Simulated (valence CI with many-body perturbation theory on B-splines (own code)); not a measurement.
Values are calculated unless marked as measured or tabulated.
**La41+: what each term of the Hamiltonian does**

Level of theory: configuration interaction combined with many-body perturbation theory (CI+MBPT): six valence electrons over a frozen Dirac-Fock core [Ne], radial functions for each j: 9 s, 9 p, 8 d, 6 f, 3 g, 1 h, with the one-electron correlation potential Σ1, the two-electron term Σ2, the three-electron term Σ3, Breit, model QED; selected CI, second order for the rest, scaled by the run's own slope (own B-spline code, finite nucleus).

The last digits are not significant, and no measured levels were compared; by estimate large intervals hold to a few tenths of a per cent, small ones and those within an open d or f shell to about a per cent. Among the levels kept, up to 1100 cm⁻¹ of a level comes from second order outside the variational space, and about a tenth of that is noise between levels of different J, which matters for small intervals.

Each rung adds one term. CI alone is the Dirac-Coulomb CI over the frozen core; QED comes last and gives the full result, which names the levels. Energies are above (3s^2 3p1/2^2 3p3/2^2) J=2 on the same rung, in cm⁻¹.

Levels are named by their leading jj configuration (3d3/2^4 stands for four electrons in 3d with j = 3/2), which in mixed levels can hold well under half, so a name can repeat and another be missing. Letters in brackets count levels of one name in rising energy.

| Level | CI alone | + Σ1 | + Σ2 | + Σ3 | + Breit | Full |
| --- | --- | --- | --- | --- | --- | --- |
| (3s^2 3p1/2^2 3p3/2^2) J=0 | 110224 | 110236 | 109870 | 109485 | 110949 | 110930 |
| (3s^2 3p1/2 3p3/2^3) J=1 | 801007 | 801754 | 802535 | 802584 | 792484 | 793825 |
| (3s^2 3p1/2 3p3/2^3) J=2 | 862068 | 862820 | 863352 | 863185 | 851552 | 852883 |
| (3s^2 3p1/2^2 3p3/2 3d3/2) J=2 | 1355080 | 1353490 | 1350810 | 1349650 | 1346040 | 1344160 |
| (3s^2 3p1/2^2 3p3/2 3d3/2) J=1 | 1389990 | 1388430 | 1385870 | 1384740 | 1381440 | 1379300 |
| (3s^2 3p1/2^2 3p3/2 3d3/2) J=0 | 1398880 | 1397310 | 1394920 | 1393680 | 1391850 | 1389900 |
| (3s^2 3p1/2^2 3p3/2 3d3/2) J=3 | 1403610 | 1402080 | 1399440 | 1398020 | 1392320 | 1390560 |
| (3s^2 3p1/2^2 3p3/2 3d5/2) J=2 | 1561430 | 1560500 | 1558350 | 1557790 | 1548870 | 1545860 |
| (3s^2 3p1/2^2 3p3/2 3d5/2) J=4 | 1574610 | 1573700 | 1571170 | 1569760 | 1557810 | 1556550 |
| (3s^2 3p3/2^4) J=0 | 1706110 | 1707590 | 1708890 | 1708590 | 1687820 | 1690350 |
| (3s^2 3p1/2^2 3p3/2 3d5/2) J=3 | 1717470 | 1716500 | 1712110 | 1709780 | 1699030 | 1697750 |
| (3s^2 3p1/2^2 3p3/2 3d5/2) J=1 | 1761230 | 1760330 | 1756890 | 1754710 | 1746200 | 1744190 |
| (3s 3p1/2^2 3p3/2^3) J=2 | 1837570 | 1836640 | 1834390 | 1834640 | 1830630 | 1822090 |
| (3s 3p1/2^2 3p3/2^3) J=1 | 1948330 | 1947400 | 1944920 | 1945040 | 1940560 | 1932990 |
| (3s^2 3p1/2 3p3/2^2 3d3/2) J=2 [a] | 2109640 | 2108800 | 2106940 | 2106120 | 2090930 | 2090450 |
| (3s^2 3p1/2 3p3/2^2 3d3/2) J=0 | 2111080 | 2110250 | 2108790 | 2108040 | 2093710 | 2092880 |
| (3s^2 3p1/2 3p3/2^2 3d3/2) J=1 [a] | 2117000 | 2116150 | 2114160 | 2113340 | 2099830 | 2098530 |
| (3s^2 3p1/2 3p3/2^2 3d3/2) J=3 [a] | 2155690 | 2154880 | 2153010 | 2151950 | 2134330 | 2133900 |
| (3s^2 3p1/2 3p3/2^2 3d3/2) J=4 | 2215620 | 2214800 | 2212990 | 2211530 | 2192200 | 2191750 |

(1) How does the ionisation energy move along the ladder, and which term matters most?

Results:

(1) CI alone 3136.4, + Σ1 3137.3, + Σ2 3137.4, + Σ3 3136.7, + Breit 3134.7, + QED 3134.6 eV. The largest step is Breit, -2.1 eV. NIST lists 3133 ± 4 eV (theoretical).
